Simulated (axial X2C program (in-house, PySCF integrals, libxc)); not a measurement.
**How long does SbI take?**

A bond scan computed with an in-house relativistic program for diatomic molecules. Basis: I dyall-cv3z [11s12p8d4f1g], Sb dyall-cv3z [11s12p8d4f1g] (cores contracted in-house).

The run was started with this input:
```json
{"zs": [53, 51], "q": 0, "bas": ["dyall-cv3z", "dyall-cv3z"], "levels": ["PBE0", "HF", "r2SCAN"], "cc": true, "r0": 2.73, "thr": -1.0, "nmax": 90, "npts": 10, "nst": 2, "ntry": 6}
```
```bash
python so2c.py task.json out
```

Keys: zs atomic numbers; q charge; bas basis sets; levels methods; cc coupled cluster on or off; r0 starting distance in Å; thr threshold in hartree for freezing inner shells (an s shell follows its p shell); nmax most natural virtual spinors; npts points on the curve; nst determinants followed; ntry starts of the search. HF also brings MP2.

Hardware: 1 thread of Arm Neoverse V2 (shared host).

Wall time of one point of each curve, integrals apart:

```json
{"Hamiltonian": "spin-free", "level": "PBE0", "points": "10", "seconds a point": "0.85"}
{"Hamiltonian": "spin-free", "level": "HF", "points": "10", "seconds a point": "0.67"}
{"Hamiltonian": "spin-free", "level": "CCSD(T) (12 electrons, 89 virtuals)", "points": "7", "seconds a point": "4.6"}
{"Hamiltonian": "spin-free", "level": "r2SCAN", "points": "10", "seconds a point": "0.83"}
{"Hamiltonian": "2c", "level": "PBE0", "points": "10", "seconds a point": "1.4"}
{"Hamiltonian": "2c", "level": "HF", "points": "10", "seconds a point": "1.4"}
{"Hamiltonian": "2c", "level": "CCSD(T) (12 electrons, 90 virtuals)", "points": "7", "seconds a point": "6"}
{"Hamiltonian": "2c", "level": "r2SCAN", "points": "10", "seconds a point": "0.89"}
```

The rest:

Search with its distance optimisation 29 s, atoms 7.4 s, whole task 180 s. Coupled cluster runs on the points near the minimum only. The program drops outer points, and coupled cluster, when its time limit (not in the input) nears; MP2, further determinants and curves that did not converge are not in the table.
